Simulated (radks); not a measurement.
Effect of the nuclear size on the ytterbium ion Yb23+, [Kr] 4d10 4f1. Calculated with a radial shooting solver on a logarithmic mesh with Libxc functionals: Dirac Kohn-Sham, LDA (Slater exchange, Perdew-Wang correlation), spin-unpolarised, spherical densities, finite nucleus; open shells are shared between the two j in proportion to 2j + 1; Fermi nuclear charge, rms radius 5.3108 fm. The rms radius is varied about that value; shifts are against it.

rms radius (fm),total energy shift (eV),density at nucleus (e/bohr^3),1s1/2 shift (meV),2s1/2 shift (meV),4s1/2 shift (meV),4p1/2 shift (meV),4f7/2 shift (meV),5s1/2 (empty) shift (meV),5p1/2 (empty) shift (meV)
4.5248,-10.9,1.074e+06,-4450,-604,-35.9,0.077,1.06,-12.3,-0.058
4.8381,-6.69,1.052e+06,-2730,-371,-22.1,0.046,0.650,-7.58,-0.036
5.3108,0,1.022e+06,0.000,0.000,0.000,0.000,0.000,0.000,0.000
5.7728,6.95,9.963e+05,2840,386,22.9,-0.046,-0.675,7.87,0.038
5.9587,9.87,9.866e+05,4030,547,32.5,-0.065,-0.958,11.2,0.054

Slopes of the eigenvalues against <r^2> in GHz/fm^2, as finite differences over the two radii next to the reference (eigenvalue slopes, not the field-shift constants of lines): 1s1/2 136000, 2s1/2 18400, 4s1/2 1100, 4p1/2 -2.26, 4f7/2 -32.3, 5s1/2 (empty) 377, 5p1/2 (empty) 1.80.
